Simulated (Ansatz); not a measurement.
Input file for CH₂AlCl₂F:

```yaml
crystal:
  periodic: [false, false, false]
  atoms:
    - {symbol: F, position_ang: [-1.866685, -0.613411, 0.522361]}
    - {symbol: C, position_ang: [-0.768667, -0.663580, -0.143685]}
    - {symbol: Al, position_ang: [0.931425, 0.395397, 0.391456]}
    - {symbol: Cl, position_ang: [-0.992075, -1.467989, -1.608114]}
    - {symbol: Cl, position_ang: [-0.323690, 1.816543, -0.731149]}
    - {symbol: H, position_ang: [0.921204, 0.628416, 1.955774]}
    - {symbol: H, position_ang: [2.159890, -0.163373, -0.432343]}
basis:
  gaussian: {orbitals: def2-TZVPP}
correlation: {method: ccsd_t}
output: {orbitals: {seedname: orbitals}}
```

```sh
$ ansatz run in.yaml --threads 4 --pin off --events-out ev --progress --plain
```

Output of Ansatz, abridged:

```
Functional definition: HF
1312 factors; integrals over basis functions are off by at most 1.7e-3 eV
mean field evaluation 1: about -35357.3032 eV, gradient 3.0e1 eV
mean field evaluation 2: about -35357.5502 eV, gradient 3.0e1 eV
mean field evaluation 4: about -35360.0079 eV, gradient 3.8e0 eV
mean field evaluation 8: about -35360.0861 eV, gradient 4.6e-1 eV
mean field evaluation 16: about -35360.0880 eV, gradient 1.9e-6 eV
mean field -35360.08797382 eV, -1299.4592651092 hartree, gradient 1.9e-6 eV, S^2 0.000000; 0 other end points of the search recorded, 0 dependent functions left out
17 core orbitals not correlated: weight in the atoms' cores, before any rotation towards them, 1.000 or more for the frozen orbitals, at most 0.000 for the correlated occupied ones
reference -35360.08797382 eV, -1299.4592651092 hartree; 15, 15 occupied and 184, 184 virtual orbitals, 1312 factors
second order -23.39007689 eV of doubles, -0.00000000 eV of singles
cycle   1  -23.97199378 eV  change   -5.8e-1 eV  update   1.2e-1
cycle   2  -24.57653683 eV  change   -6.0e-1 eV  update   4.0e-2
cycle   3  -24.75666128 eV  change   -1.8e-1 eV  update   2.4e-2
cycle   4  -24.74114265 eV  change    1.6e-2 eV  update   7.3e-3
cycle   5  -24.73326414 eV  change    7.9e-3 eV  update   3.8e-3
cycle   6  -24.73482667 eV  change   -1.6e-3 eV  update   1.3e-3
cycle   7  -24.73483669 eV  change   -1.0e-5 eV  update   6.0e-4
cycle   8  -24.73454118 eV  change    3.0e-4 eV  update   2.4e-4
cycle   9  -24.73466136 eV  change   -1.2e-4 eV  update   1.5e-4
cycle  10  -24.73466386 eV  change   -2.5e-6 eV  update   6.2e-5
cycle  11  -24.73463114 eV  change    3.3e-5 eV  update   3.0e-5
perturbative correction -1.04678446 eV, -0.0384686193 hartree
Total energy: -35385.86938941 eV, -1300.4067146572 hartree
```

It took 2 min on 4 threads of a server CPU on a shared host, with 3 GiB of host memory at the peak.

MP2 recovers 90.7 % of the CCSD(T) correlation energy and the triples give 4.1 %; T1 = 0.0164.
